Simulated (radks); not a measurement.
The numbers below are computed, except where a source is named.
Valence configurations of Kr+ (all share [Ar]). Level of theory: scalar-relativistic Kohn-Sham, PBE, spin-unpolarised, spherical densities, point nucleus (a radial shooting solver on a logarithmic mesh with Libxc functionals). Energies are relative to 3d10 4s2 4p5; eigenvalues in eV.

| valence | E (eV) | e(3d) | e(4p) | e(4s) |
|---|---|---|---|---|
| 3d10 4s2 4p5 | 0.000 | -93.300 | -19.549 | -33.982 |
| 3d10 4s1 4p6 | 14.509 | -94.829 | -20.189 | -34.773 |
| 3d9 4s2 4p6 | 79.579 | -106.93 | -21.392 | -36.696 |
| 3d10 4s1.5 4p5.5 | 7.235 | -94.070 | -19.872 | -34.382 |

NIST lists [Ar] 3d10 4s2 4p5 as the ground configuration; this level of theory agrees among the configurations tried. The energies are those of spherical spin-averaged densities, not of single terms.
